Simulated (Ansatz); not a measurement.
`[BH2-]1[Cl+][BH2-][Cl+]1`. Total charge 0; spin multiplicity 1.

Z-matrix (Å, degrees):
```
B
Cl 1 1.951
Cl 1 1.951 2 94.7
H 1 1.188 2 109.8 3 -113.0
H 1 1.189 2 108.3 3 111.0
B 2 1.951 1 81.6 3 -20.5
H 6 1.189 2 108.3 1 -90.4
H 6 1.188 2 109.8 1 133.6
```

**Question.** List the harmonic frequencies (cm⁻¹, unscaled) at PBE0-D4/def2-TZVP in Ansatz. (An estimate is asked.)

**Answer.** Computed: 100, 284, 392, 512, 534, 578, 756, 784, 834, 846, 1001, 1089, 1154, 1166, 2612, 2617, 2727, 2729.

**Question.** Is this a minimum?

**Answer.** Yes, all 18 modes are real.

**Question.** Give the ideal-gas thermochemistry at 298.15 K and 1 bar (rigid rotor, harmonic oscillator; point group C2v, symmetry number 2).

**Answer.** Zero-point energy 123.9 kJ/mol; H(298) − E = 140.4 kJ/mol; entropy 304.6 J/(mol·K), of which translation 165.9, rotation 102.3, vibration 36.5; G(298) − E = 49.5 kJ/mol.

**Question.** And at 400, 500, 600, 800 and 1000 K?

**Answer.** 
| T (K) | H − E (kJ/mol) | S (J/mol/K) | G − E (kJ/mol) |
| --- | --- | --- | --- |
| 400 | 150.0 | 332.1 | 17.1 |
| 500 | 160.9 | 356.4 | -17.4 |
| 600 | 172.9 | 378.3 | -54.1 |
| 800 | 199.4 | 416.4 | -133.7 |
| 1000 | 228.3 | 448.6 | -220.3 |
